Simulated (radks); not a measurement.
Q: The mean radii <r> (bohr) of the occupied orbitals of an atom or ion are listed with their occupations. Method: Dirac Kohn-Sham, PBE, spin-unpolarised, spherical densities, finite nucleus; Fermi nuclear charge, rms radius of each element as measured or else 0.836 A^(1/3) + 0.57 fm; computed with a radial shooting solver on a logarithmic mesh with Libxc functionals.

| orbital | occ. | <r> |
|---|---|---|
| 1s1/2 | 2 | 0.02971 |
| 2s1/2 | 2 | 0.1281 |
| 2p1/2 | 2 | 0.1085 |
| 2p3/2 | 4 | 0.1137 |
| 3s1/2 | 2 | 0.3483 |
| 3p1/2 | 2 | 0.3393 |
| 3p3/2 | 4 | 0.3504 |
| 3d3/2 | 4 | 0.3222 |
| 3d5/2 | 6 | 0.3257 |
| 4s1/2 | 2 | 0.8437 |
| 4p1/2 | 2 | 0.8929 |
| 4p3/2 | 4 | 0.9215 |
| 4d3/2 | 4 | 1.102 |
| 4d5/2 | 5 | 1.114 |

Name the element and its charge. Open shells, if any, fill j = l - 1/2 first.

A: Z = 49, indium, charge +4: In4+ in [Kr] 4d9. The 1s radius gives Z: for a bare nucleus <r> = (2 gamma + 1)/(2Z) with gamma = sqrt(1 - (Z/c)^2), 0.02926 bohr for Z = 49, and screening makes it slightly larger (0.02971 here). The occupations add up to 45, and the charge is Z minus that.
